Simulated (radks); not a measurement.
Results of a calculation; reference values are marked as such.
Polarisability of the phosphorus ion P3+, [Ne] 3s2, at imaginary frequency. Level of theory: scalar-relativistic Kohn-Sham, LDA (Slater exchange, VWN5 correlation), spin-polarised, spherical densities, finite nucleus; Fermi nuclear charge, rms radius 3.1889 fm (a radial shooting solver on a logarithmic mesh with Libxc functionals). Response by self-consistent Sternheimer equations with the Hartree and adiabatic LDA kernel, the relativistic mass of each level held fixed and spin-orbit coupling left out.

w (hartree)  alpha1(iw) (bohr^3)  alpha2(iw) (bohr^5)
0.00266                    6.412                13.41
0.0143                     6.407                13.41
0.0360                     6.379                13.39
0.0697                     6.288                13.33
0.118                      6.067                13.18
0.186                      5.623                12.86
0.280                      4.867                12.23
0.413                      3.811                11.09
0.605                      2.639                9.278
0.892                      1.614                6.857
1.35                      0.8899                4.296
2.12                      0.4563                2.220
3.59                      0.2225               0.9213
6.94                     0.09624               0.2865
17.5                     0.02496              0.05204

Static values: alpha1 = 6.412 bohr^3 (0.9502 angstrom^3; uncoupled 10.83), alpha2 = 13.41 bohr^5, alpha3 = 45.28 bohr^7. C6 = 15.84, C8 = 213.7, triple-dipole C9 = 74.51 atomic units. One-pole (London) frequency 4 C6 / (3 alpha1^2) = 0.513 hartree, against 1.681 for minus the highest occupied eigenvalue.
